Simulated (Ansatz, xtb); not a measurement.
**Ligand exchange: BH2Br + SnH3(SH) → BH2(SH) + SnH3Br**

Species: BH2Br `BBr`, singlet; SnH3(SH), singlet; BH2(SH), singlet; SnH3Br `[Br][SnH3]`, singlet. The partners trade Br for SH: B–Br and Sn–SH bonds give way to B–SH and Sn–Br.

Shapes, held fixed at every level: PBE0-D4/def2-TZVP. Programs: Ansatz 0.2.0, xtb 6.7.1, xtb 6.7.1 later snapshot. The zero-point and thermal change to 298 K, harmonic and unscaled (PBE0-D4/def2-TZVP), is +2.7 kJ/mol.

```csv
level,kind,ΔH(298 K) (kJ/mol),less CCSD(T)/def2-TZVPP
GFN2-xTB,semi-empirical,-31.2,+20.6
PBE-D4/def2-TZVPP,GGA,-57.9,-6.1
BHLYP-D4/def2-TZVPP,global hybrid,-59.8,-8.0
wB97X-V/def2-TZVPP,range-separated hybrid,-58.1,-6.3
MP2/def2-SVP,perturbation theory,-63.9,-12.1
MP2/def2-TZVPP,perturbation theory,-50.7,+1.1
CCSD(T)/def2-SVP,coupled cluster or CI,-63.9,-12.1
CCSD(T)/def2-TZVPP,coupled cluster or CI,-51.8,0.0
```

The highest level, CCSD(T)/def2-TZVPP, gives ΔH(298 K) = -51.8 kJ/mol; the levels span -63.9 to -31.2. The column of differences is taken from that level and isn't an error. No measured value is set beside it here. For atoms past krypton def2 sets carry core potentials with scalar relativity. Relativity is left out for Br. Outer-core shells of Br, Sn are correlated in most correlated rows, in sets that cover them unevenly.
